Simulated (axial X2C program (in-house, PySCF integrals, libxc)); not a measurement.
# LiBr: computed against measured constants

All values were computed with an in-house relativistic program for diatomic molecules. Spin-free means the one-electron spin-free X2C Hamiltonian; two-component (2c) means X2C with spin–orbit coupling and atomic mean-field two-electron Coulomb and Gaunt terms, so the difference of the two also holds small scalar two-electron terms. Basis: Br dyall-v3z [8s9p6d1f], Li dyall-v3z [7s8p2d] (cores contracted in-house); Gaussian nuclei, density fitting, unrestricted open shells. Masses: Br 78.918 u, Li 7.016 u.

| Hamiltonian | level | Re (Å) | ωe (cm⁻¹) | ωexe (cm⁻¹) | De (eV) |
| --- | --- | --- | --- | --- | --- |
| spin-free | PBE0 | 2.168 | 563.3 | 3.47 | 4.24 |
| spin-free | HF | 2.191 | 558.8 | 3.48 | 3.25 |
| spin-free | MP2 | 2.194 | 553.6 | 3.53 | 4.25 |
| spin-free | PW91 | 2.174 | 553.4 | 3.45 | 4.32 |
| spin-free | r2SCAN0 | 2.174 | 560.9 | 3.58 | 4.33 |
| 2c | PBE0 | 2.169 | 562.7 | 3.47 | 4.14 |
| 2c | HF | 2.192 | 558.2 | 3.47 | 3.09 |
| 2c | MP2 | 2.195 | 553.1 | 3.53 | 4.11 |
| 2c | PW91 | 2.175 | 552.7 | 3.46 | 4.20 |
| 2c | r2SCAN0 | 2.175 | 560.4 | 3.57 | n/a |

De refers to Br + Li.

Correlated methods: 8 electrons correlated (number of frozen shells: Br 3 s, 2 p, 1 d; Li 1 s), 158 virtual spin orbitals or spinors in MP2.

Measured (Huber and Herzberg, Constants of Diatomic Molecules, 1979; state 1Σ+): Re (Å) 2.17043, ωe (cm⁻¹) 563.16, ωexe (cm⁻¹) 3.53.

(1) Work out the error of each level, computed minus measured.

Occupations by symmetry block were frozen at the best pattern of an incomplete PBE0 search. Closed shells are restricted here (equal orbitals for both partners); the stretched side of such a curve lies too high. Dissociation energies refer to the lowest single-determinant-based atoms at the same level and basis. De is not given where an atomic determinant may have missed its ground term or J level, or where the truncated virtual space spoils (T). Without a current term, density functionals place determinants with orbital angular momentum somewhat too high.

## Answers

(1) 

```
Hamiltonian    level  Re (Å)  ωe (cm⁻¹)  ωexe (cm⁻¹)
  spin-free     PBE0  -0.002        0.1        -0.06
  spin-free       HF   0.021       -4.4        -0.05
  spin-free      MP2   0.024       -9.6         0.00
  spin-free     PW91   0.004       -9.8        -0.08
  spin-free  r2SCAN0   0.004       -2.3         0.05
         2c     PBE0  -0.001       -0.5        -0.06
         2c       HF   0.022       -5.0        -0.06
         2c      MP2   0.025      -10.1         0.00
         2c     PW91   0.005      -10.5        -0.07
         2c  r2SCAN0   0.005       -2.8         0.04
```
